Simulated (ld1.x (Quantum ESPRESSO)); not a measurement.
## Transferability test, TM potential for W (Z = 74)

```
Element                 : tungsten
Generator               : ld1.x (Quantum ESPRESSO) 7.5
Type                    : norm-conserving Troullier–Martins (Kleinman–Bylander form)
Functional              : PBE
Relativity              : fully relativistic
Frozen core             : [Kr] 4d10 4f14 5s2
Valence charge          : 12
Reference configuration : 5p6 5d4 6s0 6p0 (charge +2)
Partial waves           : 6s (bound, empty): rc 2.05 bohr; 5p (bound): rc 1.10 bohr; 5d (bound): rc 2.20 bohr
Local potential         : all-electron potential smoothed inside 1.05 bohr (lloc = -1)
Core correction         : Bessel-smoothed model core, default radius (core density twice the valence density)
```

Open shells are filled in proportion to 2j + 1 (rel_dist='average').

Energies are relative to the spin-unpolarised reference configuration 5p6 5d4 6s0 6p0; without spin polarisation the order of configurations can differ from experiment.

(1) Give the all-electron excitation energy and the error of the potential for: 5p6 5d4 6s2 6p0; 5p6 5d4 6s1 6p0; 5p6 5d3 6s0 6p0; 5p6 5d5 6s0 6p0; 5p6 5d3 6s2 6p0; 5p5 5d4 6s2 6p0; 5p6 5d4 6s1 6p1.

Note: ghost states, extra bound levels that the all-electron valence spectrum of the same l lacks: s at -296.9 eV, s at -39.1 eV. A true bound ghost makes a file unfit for plane-wave use.

Results:

(1)

| valence configuration | charge | ΔE all-electron (eV) | error AE − PS (meV) |
| --- | --- | --- | --- |
| 5p6 5d4 6s2 6p0 | 0 | -24.570 | -28 |
| 5p6 5d4 6s1 6p0 | +1 | -15.682 | -7.4 |
| 5p6 5d3 6s0 6p0 | +3 | 25.371 | -16 |
| 5p6 5d5 6s0 6p0 | +1 | -14.874 | -5.2 |
| 5p6 5d3 6s2 6p0 | +1 | -15.737 | -54 |
| 5p5 5d4 6s2 6p0 | +1 | 24.952 | -260 |
| 5p6 5d4 6s1 6p1 | 0 | -20.113 | +47 |
